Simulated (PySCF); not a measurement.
# Selenium: a sound run and one with changed settings

Sound run: Se [Ar] 3d10 4s2 4p4, Se⁺ [Ar] 3d10 4s2 4p3. Calculation: PySCF 2.14, in 6-31G* (5s4p3d, 32 functions); the non-relativistic Hamiltonian (point nucleus). In the sound run the correlated levels freeze [Ar] 3d10. The sound run starts from symmetry-adapted Hartree-Fock orbitals and uses a fine grid where one is needed.

Changed run: scalar relativity by spin-free X2C-1e. This setting is unsound on purpose.

```tsv
species	method	sound run (hartree)	changed run (hartree)	converged
Se	UHF	-2399.52343	-2421.45809	yes
Se	B3LYP	-2401.22681	-2423.15990	yes
Se	PBE0	-2400.90771	-2422.84135	yes
Se	MP2	-2399.59300	-2421.52738	yes
Se	CCSD(T)	-2399.60974	-2421.54389	yes
Se⁺	UHF	-2399.21035	-2421.14499	yes
Se⁺	B3LYP	-2400.86682	-2422.79960	yes
Se⁺	PBE0	-2400.55419	-2422.48760	yes
Se⁺	MP2	-2399.26649	-2421.20079	yes
Se⁺	CCSD(T)	-2399.28212	-2421.21613	yes
```

Ionisation energy of Se:

```csv
method,sound run (eV),changed run (eV)
UHF,8.519,8.520
B3LYP,9.796,9.804
PBE0,9.620,9.626
MP2,8.885,8.887
SCS-MP2,8.902,8.904
CCSD,8.904,8.908
CCSD(T),8.915,8.919
```

Most of the change in total energy is the relativistic energy itself. On top of that the contraction fixes the core shape for the Hamiltonian it was made with, so the changed run is not a good calculation with the other Hamiltonian either.

For comparison, NIST gives 9.752 eV between the lowest levels.
